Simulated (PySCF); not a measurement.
BCl2H3OSi.

```xyz
8

B     -0.0950     0.4954     0.0000
Cl    -0.9115     2.0570     0.0000
Cl     1.6842     0.4503     0.0000
O     -0.8058    -0.6336     0.0000
Si    -0.3827    -2.2753     0.0000
H      0.4036    -2.5793     1.2234
H      0.4036    -2.5793    -1.2234
H     -1.6644    -3.0206     0.0000
```
Charge 0, spin multiplicity 1.

Geometry: B3LYP-D3(BJ)/def2-SVP. This is a generated structure with no PubChem entry under its InChIKey; it may be hypothetical. The values are those of a single conformer.

Calculation: KT2/pcSseg-1 (PySCF). Non-relativistic, no solvent.

Computed absolute GIAO shielding of each atom: isotropic value and principal components (ppm):
```csv
atom,σ(iso),σ11,σ22,σ33,span
B1,70.6,62.0,74.9,74.9,12.9
Cl2,755.6,540.2,786.1,940.6,400.4
Cl3,746.2,541.3,777.1,920.2,378.9
O4,170.0,43.5,186.3,280.1,236.6
Si5,388.9,344.7,358.3,463.7,119.0
H6,26.1,22.8,24.9,30.6,7.8
H7,26.1,22.8,24.9,30.6,7.8
H8,26.2,22.9,24.7,31.1,8.2
```
